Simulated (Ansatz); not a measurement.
Reaction (ligand exchange at the Si–O bond): `[AlH2][O][SiH2][AlH2]` + H–F → `F[SiH2][AlH2]` + `[OH][AlH2]`

Isolated molecules relaxed with PBE0-D4/def2-TZVP in Ansatz; ΔE leaves out vibrations. CCSD(T)/CBS is the MP2 limit (def2-TZVPP, def2-QZVPP) plus CCSD(T) − MP2 in def2-TZVPP, frozen cores. This one scheme is used for every species. DFT in def2-TZVPP. One conformer a species, not always the lowest.

Q: Is it downhill or uphill in electronic energy at CCSD(T)/CBS, and by how much? (Estimate.)

A: Ansatz gave: Downhill: ΔE = -19.5 kJ/mol.

Q: What do these levels give: LDA (SPW92), BHLYP-D4, B2PLYP, PBE-QIDH, PBE, r2SCAN, r2SCANh, HF/def2-TZVPP, CCSD/def2-TZVPP, CCSD(T)/def2-TZVPP, MP2/def2-QZVPP, SCS-MP2/def2-QZVPP? (Best estimate.)

A: Computed: LDA (SPW92) -23.8, BHLYP-D4 -18.5, B2PLYP -25.7, PBE-QIDH -19.3, PBE -29.4, r2SCAN -26.5, r2SCANh -24.9, HF/def2-TZVPP -24.1, CCSD/def2-TZVPP -19.6, CCSD(T)/def2-TZVPP -18.9, MP2/def2-QZVPP -18.2, SCS-MP2/def2-QZVPP -20.8 kJ/mol.

Q: What do rigid-rotor, harmonic-oscillator terms from PBE0-D4/def2-TZVP frequencies (298.15 K, 1 bar) make of the CCSD(T)/CBS value? (Estimate.)

A: The calculation gave: ΔZPE = +4.8 kJ/mol, ΔH = -19.1 kJ/mol, ΔS = -6 J/(mol·K), ΔG = -17.4 kJ/mol. Modes under 50 cm⁻¹ make the entropy rough.

Largest T1 diagnostic among the species: 0.013.

The D4 term adds +7.9 kJ/mol with B3LYP and +4.5 kJ/mol with PBE0; it sums over pairs of atoms, weighted by their polarisabilities, and B3LYP, whose exchange is more repulsive, gets the larger term. From r2SCAN to r2SCAN0 (25 % exact exchange), in def2-TZVPP and without D4, ΔE moves by +3.8 kJ/mol.

B3LYP here is the variant with VWN-RPA as its local correlation; programs differ in this.
